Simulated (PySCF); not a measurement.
4-fluorothiophenol, C₆H₅FS.
Z-matrix (Å and degrees, PBE0-D3(BJ)/def2-SVP geometry), rows numbered from 1:
```
F 
C   1  1.3328
C   2  1.3884  1  119.49
C   3  1.3923  2  119.38  1  -180.00
C   4  1.3998  3  120.59  2    -0.06
S   5  1.7675  4  123.20  3   179.95
C   5  1.4011  4  119.01  3     0.05
C   2  1.3896  1  119.47  3   179.98
H   3  1.0914  2  119.45  1    -0.03
H   4  1.0924  3  119.17  2   179.91
H   6  1.3483  5   96.62  4     1.37
H   7  1.0927  5  119.95  4  -179.94
H   8  1.0915  2  119.44  1    -0.01
```

Computed with PySCF at CAM-B3LYP/def2-SVPD, non-relativistic, on one gas-phase PBE0-D3(BJ)/def2-SVP geometry that isn't relaxed in the solvent. The solvent is an IEF-PCM continuum (Bondi radii, 1.10 Å for H, scaled by 1.2), and excitations are vertical TDDFT with non-equilibrium linear response and a frozen core. Specific hydrogen bonds and non-electrostatic terms are outside this model.

```json
{"run": "gas", "E − E(gas) (kJ/mol)": "0.00", "HOMO (eV)": "-7.63", "HOMO–LUMO gap (eV)": "7.89", "dipole (D)": "1.07", "lowest singlet (eV)": "4.82", "static polarisability (au)": "90.3"}
{"run": "P", "E − E(gas) (kJ/mol)": "-19.57", "HOMO (eV)": "-7.58", "HOMO–LUMO gap (eV)": "7.98", "dipole (D)": "1.52", "lowest singlet (eV)": "4.87", "static polarisability (au)": "125.5"}
{"run": "Q", "E − E(gas) (kJ/mol)": "-16.69", "HOMO (eV)": "-7.58", "HOMO–LUMO gap (eV)": "7.97", "dipole (D)": "1.44", "lowest singlet (eV)": "4.86", "static polarisability (au)": "119.6"}
```

Question: The runs were made in acetone and tetrahydrofuran. Which run belongs to which solvent?

Answer: P = acetone, Q = tetrahydrofuran. The dielectric constants are 7.426 (tetrahydrofuran), 20.49 (acetone), and the energy falls further as ε rises. The optical constants n² used for the excitations are 1.97, 1.85 in the same order. In this model the ground state sees the solvent through ε alone.

Question: How constant is the ratio of the lowering to (ε − 1)/(2ε + 1)?

Answer: 
```
        solvent  (ε − 1)/(2ε + 1)  E − E(gas) (kJ/mol)  ratio (kJ/mol)  polarisation term (kJ/mol)
tetrahydrofuran             0.405               -16.69           -41.2                      -18.86
        acetone             0.464               -19.57           -42.2                      -22.60
```

The ratio changes by +2.4 % in size from tetrahydrofuran to acetone. The polarisation term is half the interaction of the solute with the induced surface charges.
